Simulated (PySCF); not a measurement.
## Dipole response of Cd⁺ (cadmium, charge +1)

[Kr] 4d9 5s1 5p1, one real determinant (an excited configuration). Calculation: PySCF 2.14, in x2c-QZVPPall with one added diffuse shell each of s, p, d, f, g type (14s9p8d5f3g, 143 functions); scalar relativity by spin-free X2C-1e. Coupled (time-dependent) response in atomic units; α is the mean over directions.

```
method  mean α (bohr³)         α xx, yy, zz  C₆ (like pair)  S(−4)
  PBE0           29.17  27.59, 27.59, 32.34           212.1  379.8
```

S(−4) is the Cauchy moment in α(ω) = α(0) + S(−4) ω² + …

Spin-orbit coupling is absent.

α(iu) at PBE0:

```csv
u (hartree),α(iu) (bohr³)
0,29.17
0.0500,28.26
0.100,25.89
0.200,19.80
0.300,14.80
0.500,9.127
0.750,5.984
1.00,4.412
1.50,2.832
2.00,2.018
3.00,1.185
5.00,0.5487
```

A single London oscillator, α(iu) = α/(1 + u²/ω²), gives C₆ = (3/4) ω α². Matching the computed C₆ needs ω = 4 × 212.1 / (3 × 29.17²) = 0.332 hartree.

For an ion, C₆ is the dispersion term alone; charge-induced terms of lower order in 1/R come first.

The components differ because the open shell of this determinant is not spherical; for a pure term their mean is the scalar polarisability.

⟨L²⟩ = 8.02 against 12 for a pure F term, so this real determinant mixes terms.
